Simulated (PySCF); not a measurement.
UHF on Tl (thallium, neutral)

Configuration: [Xe] 4f14 5d10 6s2 7s1, 2S determinant (an excited configuration). All numbers are calculated (PySCF 2.14, scalar relativity through the core potential, in aug-cc-pVTZ-PP with one added diffuse shell each of d, f type with ECP60MDF (6s5p5d3f, 67 functions)).

```
Total energy             : -171.425761 hartree
One-electron energy      : -299.0691 hartree
Hartree (Coulomb) energy : 141.5073 hartree
Exchange energy          : -13.8639 hartree
⟨S²⟩                     : 0.7501
⟨L²⟩                     : 0.000
Sum of ⟨r⟩               : 34.38 bohr
Sum of ⟨r²⟩              : 106.0 bohr²
Time after the integrals : 0.28 s of wall time on 1 thread of Intel(R) Xeon(R) Platinum 8488C (shared host)
```

```tsv
shell	electrons	mean orbital energy (eV)	rms radius, mean of both spins (bohr)
5s α	1	-156.73	0.952
5s β	1	-156.70	0.952
5p α	3	-97.538	1.09
5p β	3	-97.523	1.09
5d α	5	-26.077	1.49
5d β	5	-26.051	1.49
6s α	1	-14.853	2.64
6s β	1	-14.689	2.64
7s α	1	-2.575	7.82
```

Energies and moments cover only the electrons outside the core potential. Spin-orbit coupling, which splits the p, d and f shells strongly at this Z, is absent. The outer electron is Rydberg-like, and this basis confines it to a smaller radius and binds it less than a complete one would.
